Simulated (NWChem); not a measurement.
# Correlation energy of germanium monotelluride (GeTe)

```
Ge
Te 1 2.3664
```
Charge 0, spin multiplicity 1.

All runs are NWChem calculations. All single points use one geometry, from B3LYP/def2-SVP with def2 effective core potentials on Te, a minimum by its harmonic frequencies.

Basis set: def2-TZVP. Each correlation energy counts from its own Hartree-Fock reference.

Effective core potentials replace the inner electrons of Te; spin-orbit coupling is left out. The correlated methods keep 13 core orbitals frozen. Coupled-cluster values serve here as a point of comparison, not as the truth.

```csv
method,correlation energy (mHa)
CCSD,-651.9
MP2,…
SCS-MP2,…
CR-CCSD[T],-672.5
CCSD+T(CCSD),-680.2
CR-CCSD(T),…
CCSD(T),-678.0
```

Problem. Some entries are withheld; supply them.

Solution. 
- MP2, correlation energy (mHa): -681.0
- SCS-MP2, correlation energy (mHa): -609.8
- CR-CCSD(T), correlation energy (mHa): -670.9
